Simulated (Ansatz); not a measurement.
`C[B]1[CH2][Al]1[Cl]` from Hartree–Fock to CCSD(T)

Cartesian coordinates in Å:
```
C 0.161 0.192 -1.749
B -0.069 0.127 -0.214
C 0.421 -0.702 0.889
Al -0.967 0.854 1.392
Cl -1.525 1.086 3.403
H 0.873 -0.574 -2.076
H -0.770 0.039 -2.301
H 0.553 1.165 -2.057
H 0.191 -0.670 1.970
H 1.132 -1.518 0.743
```

Charge 0, multiplicity 1. Geometry: relaxed with PBE0-D4/def2-TZVP. Frozen core, restricted reference, Ansatz 0.2.0. CBS rows extrapolate triple and quadruple zeta; past MP2 they add the triple-zeta difference.

```json
{"basis": "def2-SVP", "HF (Eh)": "-804.46307", "MP2 corr.": "-0.56233"}
{"basis": "def2-TZVPP", "HF (Eh)": "-804.81795", "MP2 corr.": "-0.71016"}
{"basis": "def2-QZVPP", "HF (Eh)": "-804.84192", "MP2 corr.": "-0.76255"}
```

Task: Estimate the CCSD correlation energy and the (T) correction in each basis where they were run (hartree).

Result: 
```tsv
basis	CCSD corr.	(T)
def2-SVP	-0.61301	-0.02175
def2-TZVPP	-0.75745	-0.03601
CBS(def2)	-0.84864	as TZ
```
